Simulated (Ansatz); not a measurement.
The cluster PbS2⁻ (the lowest doublet isomer of a short search) was relaxed with PBE-D4 (def2-TZVPD) in Ansatz in these states: charge -1 doublet, charge -1 quartet. The geometries follow in no particular order.

In the def2 sets Pb takes a core potential; there is no spin–orbit coupling.

A:

```xyz
3

Pb   -0.301   -0.569    0.311
S     1.049   -1.017   -1.664
S    -0.748    1.586    1.352
```

B:

Cartesian coordinates in Å:
```
Pb 0.754 -0.307 -0.023
S -0.900 -0.991 -1.873
S 0.145 1.297 1.896
```

Question: Judge from the bond lengths which geometry belongs to which state (an estimate).

Answer: A is the charge -1 doublet (Pb1–S3 2.434 Å, Pb1–S2 2.434 Å); B is the charge -1 quartet (Pb1–S3 2.574 Å, Pb1–S2 2.574 Å).

At PBE-D4/def2-TZVPD the highest occupied level of the charge -1 quartet lies above zero (up to 1.02 eV). It is a level of α spin, whose loss leaves a triplet; that state wasn't run at this geometry and level. The electron is either unbound and held by the finite basis, or the level is raised by self-interaction error. At PBE0-D4/def2-TZVPD a doublet lies 2.21 eV below the charge -1 quartet. These are the stationary points nearest to one start from a short search; other shapes may lie lower in each state.
